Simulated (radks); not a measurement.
Values are calculated unless marked as measured or tabulated.
Isoelectronic series with 11 electrons, each ion in its NIST ground configuration. Code: a radial shooting solver on a logarithmic mesh with Libxc functionals. Model: scalar-relativistic Kohn-Sham, r2SCAN, spin-polarised, spherical densities, finite nucleus; open shells are filled with parallel spins first; meta-GGA in the generalised Kohn-Sham scheme; Fermi nuclear charge, rms radius of each element as measured or else 0.836 A^(1/3) + 0.57 fm. Total energies (hartree) and mean radii <r> (bohr) (* marks an orbital that is empty in some or all of the ions):

ion,configuration,E (hartree),3p up*,3s up,2p down,2p up
Mg+,[Ne] 3s1,-200.09952,3.356,2.780,0.6846,0.6863
Al2+,[Ne] 3s1,-241.89796,2.506,2.202,0.5987,0.6000
Si3+,[Ne] 3s1,-287.86634,2.031,1.847,0.5325,0.5335
P4+,[Ne] 3s1,-338.00519,1.718,1.600,0.4799,0.4806
S5+,[Ne] 3s1,-392.31842,1.494,1.416,0.4369,0.4375
Cl6+,[Ne] 3s1,-450.81189,1.325,1.272,0.4010,0.4015
Ar7+,[Ne] 3s1,-513.49290,1.191,1.156,0.3706,0.3710
